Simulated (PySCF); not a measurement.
AlHClBr, SMILES [Cl][AlH][Br].

Geometry optimised at PBE0-D3(BJ)/def2-TZVP.

Computed with PySCF with TDA-CAM-B3LYP/def2-SVPD.

Vertical excitations. Gas-phase values at a fixed geometry. State labels are in the subgroup Cs.

```
state  symmetry  energy (eV)  λ (nm)      f                            main pairs
-----  --------  -----------  ------  -----  ------------------------------------
S1           A"         6.06     205  0.002                        HOMO→LUMO 97 %
S2           A"         6.46     192  0.004                      HOMO−2→LUMO 97 %
S3           A'         6.69     185  0.035                      HOMO−1→LUMO 79 %
S4           A'         6.89     180  0.063                      HOMO→LUMO+1 78 %
S5           A"         7.04     176  0.030                    HOMO−1→LUMO+1 90 %
S6           A'         7.56     164  0.102  HOMO−2→LUMO+1 58 %, HOMO−3→LUMO 28 %
S7           A"         7.61     163  0.006                      HOMO−4→LUMO 93 %
S8           A'         7.63     163  0.094  HOMO−3→LUMO 63 %, HOMO−2→LUMO+1 22 %
S9           A"         7.94     156  0.019  HOMO−5→LUMO 59 %, HOMO−3→LUMO+1 31 %
S10          A"         8.08     154  0.104  HOMO−3→LUMO+1 54 %, HOMO−5→LUMO 36 %
T1           A"         5.82     213      0      HOMO→LUMO 71 %, HOMO−2→LUMO 22 %
T2           A'         6.05     205      0                      HOMO−1→LUMO 96 %
T3           A"         6.16     201      0      HOMO−2→LUMO 68 %, HOMO→LUMO 26 %
T4           A'         6.41     193      0                      HOMO→LUMO+1 80 %
```
Triplets are in the Tamm–Dancoff approximation.
